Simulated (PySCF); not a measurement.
# How methods differ on the ionisation energy of Mo²⁸⁺

Mo²⁸⁺ [Ne] 3s2 3p2 (3P) → Mo²⁹⁺ [Ne] 3s2 3p1 (2P), as a difference of total energies. Calculation: PySCF 2.14, in an even-tempered Gaussian basis (18 s from 3.6 bohr⁻², ratio 2.5; 12 p from 4.7 bohr⁻², ratio 2.5; 5 d from 20 bohr⁻², ratio 2.7; 4 f from 30 bohr⁻², ratio 2.7); the spin-free X2C one-electron Hamiltonian (Gaussian nucleus). Correlated levels: outer shells: 1s2 frozen; virtual orbitals above 40 to 60 times the deepest correlated orbital energy dropped. The calculations carry no spin-orbit coupling.

```json
{"method": "UHF", "ionisation energy (eV)": "1522.8"}
{"method": "LDA", "ionisation energy (eV)": "1524.1"}
{"method": "PBE", "ionisation energy (eV)": "1524.5"}
{"method": "PBE0", "ionisation energy (eV)": "1524.4"}
{"method": "r2SCAN", "ionisation energy (eV)": "1524.7"}
{"method": "BHandHLYP", "ionisation energy (eV)": "1524.5"}
{"method": "B97-3", "ionisation energy (eV)": "1524.1"}
{"method": "MP2 (outer shells)", "ionisation energy (eV)": "1523.4"}
{"method": "SCS-MP2 (outer shells)", "ionisation energy (eV)": "1523.2"}
```

Spin-orbit coupling is strong in these open shells (close to jj coupling). The scalar numbers leave it out and a first-order estimate fails, so it can dominate the gap to the real levels.

Breit and QED terms and the two-electron picture change are absent.

For comparison: 1537 ± 3 eV (semi-empirical (NIST evaluation); NIST Atomic Spectra Database, ionization energies).
